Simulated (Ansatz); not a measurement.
Consider the cleavage of the In–Si bond: `N[SiH2][InH][F]` + CH₃NH₂ → `C[NH][InH][F]` + `N[SiH3]`.

Gas-phase electronic energies from Ansatz, PBE0-D4/def2-TZVP geometries. CCSD(T)/CBS adds triple-zeta CCSD(T) − MP2 to the extrapolated MP2 energy (def2 sets, frozen cores). This one scheme is used for every species. DFT in def2-TZVPP. Elements past krypton have def2 core potentials. For In outer-core shells are correlated without core-valence functions, which leaves a few kJ/mol of doubt a bond. Each species was taken in one conformer, which may not be the lowest.

`N[SiH2][InH][F]`:

Cartesian coordinates in Å:
```
N 0.561 1.372 -0.303
Si -0.411 0.124 -0.953
In -0.448 -1.463 1.047
F 0.973 -0.581 2.126
H 1.108 1.183 0.524
H 0.894 2.161 -0.830
H -1.769 0.601 -1.339
H 0.133 -0.569 -2.160
H -1.041 -2.829 1.888
```

CH₃NH₂:

```xyz
7

C     0.310    0.465    0.101
N    -0.641   -0.633    0.113
H     1.028    0.458   -0.732
H     0.882    0.459    1.032
H    -0.231    1.413    0.067
H    -0.159   -1.522    0.156
H    -1.189   -0.640   -0.738
```

`C[NH][InH][F]`:

Cartesian coordinates in Å:
```
C -0.364 -0.200 1.245
N 0.662 0.090 0.266
In 0.362 0.247 -1.689
F -1.557 -0.084 -1.935
H -0.154 -1.122 1.801
H -0.481 0.612 1.974
H -1.325 -0.330 0.745
H 1.578 0.223 0.661
H 1.279 0.564 -3.067
```

`N[SiH3]`:

Cartesian coordinates in Å:
```
N 0.870 -0.446 -0.427
Si -0.591 0.185 0.227
H 1.590 -0.780 0.194
H 1.275 -0.019 -1.244
H -1.098 -0.786 1.231
H -0.484 1.511 0.906
H -1.562 0.335 -0.887
```

(1) Is it downhill or uphill in electronic energy at CCSD(T)/CBS, and by how much? (An estimate is asked.)

(2) What do these levels give: BLYP-D4, PBE0-D4, r2SCANh-D4, r2SCAN0-D4, revPBE, BHLYP? (Best estimate.)

Largest T1 diagnostic among the species: 0.016.

Answers

(1) Ansatz gave: Uphill: ΔE = +15.6 kJ/mol.

(2) Ansatz gave: BLYP-D4 25.1, PBE0-D4 33.7, r2SCANh-D4 27.2, r2SCAN0-D4 28.3, revPBE 33.8, BHLYP 22.1 kJ/mol.

Leaving LDA and LC-ωPBE aside and taking each functional with its dispersion term where it has one, the values, not all of them listed here, spread over 16.7 kJ/mol, from B2PLYP to PBE-D4. At CCSD(T), def2-SVP lies −4.2 kJ/mol from the extrapolated value and def2-TZVPP −0.8 kJ/mol.
